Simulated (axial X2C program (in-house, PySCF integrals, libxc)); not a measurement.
## Worked dissociation energy of LiZr: CCSD, scalar-relativistic

Computed with an axial X2C code built on PySCF integrals. Spin-free means the one-electron spin-free X2C Hamiltonian. Basis: Zr dyall-cv3z [11s12p9d6f3g], Li dyall-cv3z [7s8p2d] (cores contracted in-house); Gaussian nuclei, density fitting, unrestricted open shells. Masses: Zr 89.905 u, Li 7.016 u.

Molecular state: M_S = 3/2, Λ = 3 (beyond evenly filled blocks: σα, π+α, δ+α).

Correlated methods: 13 electrons correlated (number of frozen shells: Zr 3 s, 2 p, 1 d; Li 1 s), 283 virtual spin orbitals or spinors in MP2, 90 natural virtuals in coupled cluster.

| Item | Value |
| --- | --- |
| E(Zr) (2M_S = 2, M_L = 2) | -3596.553290 hartree |
| E(Li) (2M_S = 1, M_L = 0) | -7.433417 hartree |
| E(LiZr) at Re | -3604.004629 hartree |
| ωe | 312.3 cm⁻¹ |

Task: Work out De and D0.

Result: De = -3596.553290 + (-7.433417) − (-3604.004629) = 0.01792 hartree = 0.488 eV. The zero-point energy is ωe/2 = 156 cm⁻¹ = 0.019 eV, so D0 = 0.468 eV.

One determinant describes the state; a PBE0 search over occupations chose it and may have missed a lower one. De is counted from the lowest determinant-based energies of the atoms at the same level, without counterpoise correction. CCSD ran in a truncated set of natural virtual spinors with an MP2 remainder; without triples it tends to underbind. Other states lie close and PBE0, whose exact exchange favours high spin, may order them wrongly; the determinant shown need not be the ground state. The nearest other spin-free determinant of the search, M_S = 3/2, Λ = 2, lies 0.003 eV up at the distance of the search. The determinant is spin-polarised beyond a pure state at some levels (its spin-free form has ⟨S²⟩ too high), which makes Re and μ there less reliable. The T1 diagnostic is large, a sign of multireference character.

Each atomic determinant is the lowest at this level and need not be a pure term. Totals compare only within one Hamiltonian and basis.
